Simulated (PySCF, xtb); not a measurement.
C₃H₁₀OSi₂, SMILES C[Si@@H]1C[SiH2]CO1.

GFN2-xTB (xtb 6.7.1) at its own geometry gives an orbital gap of 5.29 eV and a dipole moment of 1.20 D.

The structure is a stationary point at PBE-D3(BJ)/def2-SVP. The structure was generated by enumeration; whether it is a known compound was not checked. The values are those of a single conformer.

Task: What does r2SCAN/def2-TZVP (PySCF) give? (Estimate from the structure and the level; the computed values follow.)

Result: gap 6.43 eV (levels -6.35 and 0.08 eV), dipole 1.06 D.
